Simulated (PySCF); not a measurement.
## Working out the ionisation energy of Mn

Mn [Ar] 3d5 4s2 (6S) → Mn⁺ [Ar] 3d5 4s1 (7S). Computed with PySCF 2.14 in 6-31G* (5s4p2d1f, 34 functions), with the non-relativistic Hamiltonian (point nucleus). Frozen: [Ar]. Energies in hartree (1 hartree = 27.21139 eV):

```csv
part,Mn (lower),Mn⁺ (upper)
UHF,-1149.719504,-1149.501429
MP2 opposite-spin,-0.023956,0.000000
MP2 same-spin,-0.046850,-0.047057
```

What does Hartree-Fock give?

(-1149.501429) − (-1149.719504) = 0.218075 hartree = 5.934 eV.

What do MP2 and SCS-MP2 (6/5 opposite-spin, 1/3 same-spin) give?

The opposite-spin parts differ by 0.652 eV and the same-spin parts by -0.006 eV. MP2: 5.934 + (0.652) + (-0.006) = 6.580 eV. SCS-MP2: 5.934 + 1.2 × (0.652) + (-0.006)/3 = 6.714 eV.

Measured between the centres of the two terms (NIST): 7.434 eV, so MP2 (valence) is off by -0.854 eV.

The calculation is non-relativistic.

What remains against the reference includes basis incompleteness, the frozen core and correlation beyond second order.
